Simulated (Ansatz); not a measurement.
Consider the ligand exchange at the Sn–C bond: `C[O][SnH2][CH]=N` + H–F → `C[O][SnH2][F]` + `C=N`.

Program: Ansatz. Geometries: PBE0-D4/def2-TZVP. ΔE: electronic, gas phase. CBS: MP2 limit from def2 TZ/QZ plus the TZ coupled-cluster correction, frozen cores. This one scheme is used for every species. Functionals use def2-TZVPP. Elements past krypton have def2 core potentials. For Sn outer-core shells are correlated without core-valence functions, which leaves a few kJ/mol of doubt a bond. One conformer a species, not always the lowest.

`C[O][SnH2][CH]=N`:

Z-matrix (Å, degrees):
```
C
O 1 1.402
H 1 1.094 2 108.5
H 1 1.099 2 112.5 3 -119.0
H 1 1.099 2 112.5 3 119.0
Sn 2 1.971 1 122.1 3 179.5
C 6 2.161 2 93.9 1 -178.9
H 6 1.711 2 108.0 1 -58.9
H 6 1.711 2 108.1 1 61.2
N 7 1.260 6 120.8 2 0.2
H 7 1.094 6 121.3 2 -179.8
H 10 1.024 7 111.9 6 -0.0
```

H–F:

```xyz
2

F    -0.070    0.198    0.409
H     0.070   -0.198   -0.409
```

`C[O][SnH2][F]`:

Cartesian coordinates in Å:
```
C -0.347 -0.166 1.419
O -0.892 0.232 0.182
Sn 0.161 0.110 -1.450
F 1.625 1.330 -1.194
H -1.150 -0.153 2.162
H 0.066 -1.183 1.391
H 0.441 0.516 1.757
H 0.896 -1.419 -1.573
H -0.800 0.734 -2.695
```

`C=N`:

```xyz
5

C     0.109   -0.243   -0.285
N     0.351    0.596    0.624
H    -0.891   -0.598   -0.561
H     0.943   -0.660   -0.852
H    -0.511    0.905    1.074
```

CCSD(T)/CBS gives -80.9 kJ/mol.

Another level gave -77.4 kJ/mol. Which?
A. LDA (SPW92)/def2-TZVPP
B. BHLYP-D4/def2-TZVPP
C. r2SCAN0-D4/def2-TZVPP
D. CCSD(T)/def2-TZVPP

D. CCSD(T)/def2-TZVPP -77.4, r2SCAN0-D4 -84.5, LDA (SPW92) -65.8, BHLYP-D4 -91.3 kJ/mol.

Largest T1 diagnostic among the species: 0.014.

In def2-TZVPP, CCSD(T) changes the Hartree–Fock value by +34.6 kJ/mol (the triples alone add +4.3 kJ/mol) and MP2 by +37.5 kJ/mol. The D4 term adds +8.9 kJ/mol with B3LYP and +5.0 kJ/mol with PBE0; it sums over pairs of atoms, weighted by their polarisabilities, and B3LYP, whose exchange is more repulsive, gets the larger term.

B3LYP here is the variant with VWN-RPA as its local correlation; programs differ in this.
